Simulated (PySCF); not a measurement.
Isomers of C3H6O2Si and their computed core-level spectra.

Computed, not measured: delta-SCF UKS SCAN, pcX-2 on the ionised atom, pcseg-1 elsewhere, spin-free X2C in PySCF 2.14.0. Geometries: GFN2-xTB; isolated species, one conformer each.

Line lists (1s up to Mg, 2p3/2 beyond; areas count atoms within a level, one atom standing for each set equivalent by bonding):
1. C 1s: 291.54 (area 1), 291.59 (area 1), 291.82 (area 1) eV; O 1s: 538.44 (area 1), 538.83 (area 1) eV; Si 2p3/2: 107.42 eV
2. C 1s: 290.44 (area 1), 292.44 (area 1), 293.15 (area 1) eV; O 1s: 537.78 (area 1), 538.37 (area 1) eV; Si 2p3/2: 107.39 eV
3. C 1s: 291.05 (area 1), 291.36 (area 1), 291.72 (area 1) eV; O 1s: 538.34 (area 1), 538.39 (area 1) eV; Si 2p3/2: 108.10 eV
4. C 1s: 290.26 (area 1), 290.58 (area 1), 292.51 (area 1) eV; O 1s: 538.23 (area 1), 538.61 (area 1) eV; Si 2p3/2: 107.86 eV

Structures:
A. `C1=CO[SiH2]CO1`
B. `CC1=CO[SiH2]O1`
C. `C#C[Si@H](O)OC`
D. `O=C[Si@H]1CCO1`

Question: Which list belongs to which compound?

Answer: 
- 1 = A: another candidate has the same counts of sites, so positions decide. C 1s: 291.54 vinylic carbon bearing oxygen, 291.59 vinylic carbon bearing oxygen, 291.82 sp3 carbon bound to oxygen; O 1s: 538.44 silyl ether oxygen, 538.83 cyclic ether oxygen; Si 2p3/2: 107.42 oxygen-bound silicon.
- 2 = D: another candidate has the same counts of sites, so positions decide. C 1s: 290.44 sp3 carbon bound to silicon, 292.44 sp3 carbon bound to oxygen, 293.15 carbonyl carbon; O 1s: 537.78 silyl ether oxygen, 538.37 carbonyl oxygen; Si 2p3/2: 107.39 oxygen-bound silicon.
- 3 = B: another candidate has the same counts of sites, so positions decide. C 1s: 291.05 allylic carbon, 291.36 vinylic carbon bearing oxygen, 291.72 vinylic carbon bearing oxygen; O 1s: 538.34 silyl ether oxygen, 538.39 silyl ether oxygen; Si 2p3/2: 108.10 oxygen-bound silicon.
- 4 = C: another candidate has the same counts of sites, so positions decide. C 1s: 290.26 alkyne carbon, 290.58 terminal alkyne carbon, 292.51 methoxy carbon; O 1s: 538.23 silyl ether oxygen, 538.61 silanol oxygen; Si 2p3/2: 107.86 oxygen-bound silicon.

The 2p values aren't plain energy differences: one relaxed spin-free 2p hole is combined with a matrix within the shell (ground-state 2p orbital-energy differences and spin–orbit coupling). 2p3/2, the mean of its two sublevels, lies a third of the splitting below the shell's mean and 2p1/2 two thirds above it; the statistical areas are 2:1. 2 of these hole states are spin-contaminated (⟨S²⟩ up to 0.90, against 0.75; counted from 0.85) and less certain.
